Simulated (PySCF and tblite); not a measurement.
5 regioisomers of C₆H₃Cl₂F:

```json
{"isomer": "A", "SMILES": "[CH2:1]=[C:2]1[C:3]([Cl:4])=[CH:5][C:6]([F:7])=[C:8]1[Cl:9]"}
{"isomer": "B", "SMILES": "[F:1][C:2]1=[CH:3][CH:4]=[C:5]([Cl:6])/[C:7]1=[CH:8]\\[Cl:9]"}
{"isomer": "C", "SMILES": "[CH2:1]=[C:2]1[C:3]([Cl:4])=[CH:5][C:6]([Cl:7])=[C:8]1[F:9]"}
{"isomer": "D", "SMILES": "[CH2:1]=[C:2]1[CH:3]=[C:4]([Cl:5])[C:6]([F:7])=[C:8]1[Cl:9]"}
{"isomer": "E", "SMILES": "[F:1][C:2]1=[C:3]([Cl:4])[CH:5]=[CH:6]/[C:7]1=[CH:8]/[Cl:9]"}
```

Computed spectrum of one of them (conformer average at 298.15 K; GFN2-xTB geometries, energies M06-2X/6-31+G* (IEF-PCM, tetrahydrofuran) (D3(BJ) added where defined), GIAO shieldings BHandHLYP/pcSseg-1 (IEF-PCM, tetrahydrofuran); references on GFN2-xTB geometries), in ppm: ¹H (against TMS): 7.02 (1H), 6.75 (1H), 6.71 (1H). ¹³C (against TMS): 168.1 (1C), 147.3 (1C), 143.8 (1C), 139.7 (1C), 130.8 (1C), 114.6 (1C). Of the H, only those on carbon are given.

Question: Which isomer is it?

Answer: D. Signals are matched in order of shift, without assignment. After a straight-line scaling (slope 0.85 to 1.15) of computed carbon shifts, the largest errors are A 2.5 ppm (at 147.3), B 7.7 ppm (at 147.3), C 6.6 ppm (at 114.6), D 1.1 ppm (at 130.8), E 9.0 ppm (at 147.3). Assigned: ¹H (against TMS): 7.02 (H1a, 1H), 6.75 (H1b, 1H), 6.71 (H3, 1H). ¹³C (against TMS): 168.1 (C6), 147.3 (C2), 143.8 (C1), 139.7 (C4), 130.8 (C3), 114.6 (C8). For comparison, at another level (GFN2-xTB geometries, energies PBE0/pcSseg-1 (IEF-PCM, acetonitrile) (D3(BJ) added where defined), GIAO shieldings PBE0/pcSseg-1 (IEF-PCM, acetonitrile)) the isomers give: A: ¹H (against TMS): 7.09 (H1a, 1H), 7.04 (H1b, 1H), 6.65 (H5, 1H). ¹³C (against TMS): 171.2 (C6), 149.4 (C2), 140.4 (C1), 135.4 (C3), 130.2 (C5), 107.7 (C8). ¹⁹F (against CFCl3): -131.5 (F7). B: ¹H (against TMS): 7.81 (H8, 1H), 6.65 (H4, 1H), 6.04 (H3, 1H). ¹³C (against TMS): 164.7 (C2), 153.3 (C8), 139.4 (C7), 137.3 (C4), 123.3 (C5), 112.4 (C3). ¹⁹F (against CFCl3): -146.2 (F1). C: ¹H (against TMS): 7.06 (H1a, 1H), 7.03 (H1b, 1H), 6.43 (H5, 1H). ¹³C (against TMS): 159.9 (C8), 145.9 (C2), 139.8 (C1), 135.5 (C5), 127.1 (C3), 121.8 (C6). ¹⁹F (against CFCl3): -150.2 (F9). D: ¹H (against TMS): 7.07 (H1a, 1H), 6.81 (H1b, 1H), 6.66 (H3, 1H). ¹³C (against TMS): 166.6 (C6), 146.9 (C2), 142.8 (C1), 138.4 (C4), 127.8 (C3), 112.2 (C8). ¹⁹F (against CFCl3): -139.6 (F7). E: ¹H (against TMS): 7.52 (H8, 1H), 6.40 (H5, 1H), 6.19 (H6, 1H). ¹³C (against TMS): 161.0 (C2), 152.9 (C8), 142.3 (C7), 135.5 (C5), 125.4 (C3), 121.1 (C6). ¹⁹F (against CFCl3): -152.5 (F1).

Unscaled ¹⁹F shifts at such levels can be off by tens of ppm; differences between conformers or isomers are more reliable. Shifts are unscaled: against experiment ¹³C can be off by 15 ppm or more and ¹H by 0.8 ppm.
